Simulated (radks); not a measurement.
The numbers below are computed, except where a source is named.
Task: The xenon ion Xe15+, 39 electrons, occupied as [Kr] 4d3. Level of theory: non-relativistic Kohn-Sham, LDA (Slater exchange, Perdew-Wang correlation), spin-unpolarised, spherical densities, point nucleus; relativity is left out, which matters for an element this heavy (a radial shooting solver on a logarithmic mesh with Libxc functionals). Some entries of the table are withheld. Estimate them.

orbital,occ.,eigenvalue (hartree),<r^2> (bohr^2)
1s,2,-1221.593,0.001061
2s,2,(1),0.01720
2p,6,-185.5107,0.01289
3s,2,-49.80645,0.1163
3p,6,(2),0.1106
3d,10,-36.87565,0.09174
4s,2,-17.89700,0.5542
4p,6,-16.19663,(3)
4d,3,-13.21158,(4)

Result: 
(1) 2s eigenvalue (hartree): -196.2141
(2) 3p eigenvalue (hartree): -45.28024
(3) 4p <r^2> (bohr^2): 0.5819
(4) 4d <r^2> (bohr^2): 0.6390
